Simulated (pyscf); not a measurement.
## `[AsH2]`, doublet

Gas-phase minimum from PySCF at ωB97X-D3(BJ)/def2-SVP, one conformer. 

```xyz
3

As     0.7378     1.3190     0.2156
H      1.4221     0.6367    -0.9633
H     -0.0719     0.0633     0.5178
```
Charge 0, spin multiplicity 2.

Bonds (Å): As1–H2 1.524, As1–H3 1.524. Bond angles (°): H2–As1–H3 91.3.

Properties at ωB97X-D3(BJ)/def2-SVP:

Harmonic wavenumbers, unscaled: 1031, 2247, 2258 cm⁻¹
Zero-point energy: 7.9 kcal/mol
Rotational symmetry number: 2
Entropy of this conformer at 298 K and 1 atm, rigid rotor and harmonic oscillator, modes under 100 cm⁻¹ raised to 100: 225.1 J/(mol K)
Dipole moment: 0.45 D
Spin expectation value S2: 0.753

Single-point totals, which compare only within one level (frozen core for MP2 and CC):

```
level                   total energy (hartree)
----------------------  ----------------------
ωB97X-D3(BJ)/def2-TZVP             -2236.97623
PBE/def2-TZVP                      -2236.69359
r²SCAN/def2-TZVP                   -2237.02576
B3LYP-D3(BJ)/def2-TZVP             -2237.08499
PBE0-D3(BJ)/def2-TZVP              -2236.76237
M06-2X/def2-TZVP                   -2237.04343
ωB97M-D3(BJ)/def2-TZVP             -2237.04965
UHF/def2-TZVPP                     -2235.34248
MP2/def2-TZVPP                     -2235.59586
CCSD/def2-TZVPP                    -2235.61161
CCSD(T)/def2-TZVPP                 -2235.62008
```

The CCSD(T) − MP2 part came from Ansatz, without density fitting, on the same reference. The frozen core leaves the outer d or s,p core shells of the metals and heavy elements correlated in the MP2 and CC values, and def2-TZVPP describes them poorly, so these totals are far from the basis limit. Elements up to Kr have no core potential and no relativistic terms here.
